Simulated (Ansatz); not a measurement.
Total energies of (LiI)3 ring (Li3I3) from Ansatz at PBE0-D4/def2-TZVP, gas phase (1 Eh = 27.2114 eV = 2625.5 kJ/mol). The reference geometry is relaxed at PBE0-D4/def2-SVP.

```tsv
state	geometry	energy (Eh)
charge 0 singlet	reference	-916.01404
charge 1 doublet	reference	-915.68547
charge 1 doublet	relaxed at PBE0-D4/def2-SVP	-915.72242
free Li atom (doublet)	–	-7.46705
free I atom (doublet)	–	-297.69312
```

In the def2 sets I takes a core potential; there is no spin–orbit coupling.

Problem. Work out the vertical ionisation energy to the doublet.

Solution. E(charge 1 doublet) − E(charge 0 singlet) = -915.68547 − (-916.01404) = 0.32857 Eh = 8.94 eV. For comparison, −ε of the highest occupied level is 7.41 eV at this level, 1.53 eV less.

Problem. How much does the charge 1 doublet relax, and what is the adiabatic ionisation energy?

Solution. Relaxation: -915.68547 − (-915.72242) = 0.03695 Eh = 1.01 eV. Adiabatic ionisation energy: 0.29162 Eh = 7.94 eV, without zero-point energy. Bonds change on the way (0 lost, 2 formed), so the relaxed form is another species. In the charge 1 doublet, I4 and I6 lie 3.28 Å apart (atoms count from 1), so these atoms are partly bonded to each other.

Problem. What is the binding energy per atom against free atoms?

Solution. Atoms: 3 × (-7.46705) + 3 × (-297.69312) = -915.48051 Eh. Binding: -915.48051 − (-916.01404) = 0.53353 Eh = 14.52 eV, or 2.42 eV for each of 6 atoms (no zero-point energy, no counterpoise term).
